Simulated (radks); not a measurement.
Spherical quantum dot in the effective-mass picture: electrons in a well V = -V0 / (1 + exp((r - R)/a)) with V0 = 23.1, R = 2.22, a = 0.14, with a point charge +2 (a donor) at the centre, all in effective atomic units (hartree* = m*/eps^2 hartree, bohr* = eps/m* bohr), one dielectric constant everywhere. Calculated with a radial shooting solver with Libxc functionals: non-relativistic Kohn-Sham, LDA (Slater exchange, Perdew-Wang correlation), spin-polarised, spherical densities. Levels are named by radial order and angular momentum (1s, 1p, 1d, 2s, ...), and open shells are averaged over m.

N = 2, configuration 1s2. This is the lowest configuration that the search found. Occupied and some empty levels:

level  occupation  eigenvalue (hartree*)  <r> (bohr*)
1s              2                -23.367       0.7668
1p              0                -21.432        1.217
2s              0                -20.493        1.168
1d              0                -19.895        1.392

Energy (hartree*): total -48.7679, kinetic 3.6140, external -53.629, Hartree 2.3909, exchange-correlation -1.1435. Static polarisability (adiabatic kernel): 0.4403 bohr*^3.

Electron density:

r (bohr*)  n(r) (e/bohr*^3)
0.0344                3.717
0.164                 2.232
0.294                 1.361
0.423                0.8421
0.553                0.5279
0.683                0.3339
0.812                0.2121
0.942                0.1344
1.07                0.08436
1.20                0.05224
1.33                0.03136
1.46                0.01805
1.59               0.009816
1.72               0.004860
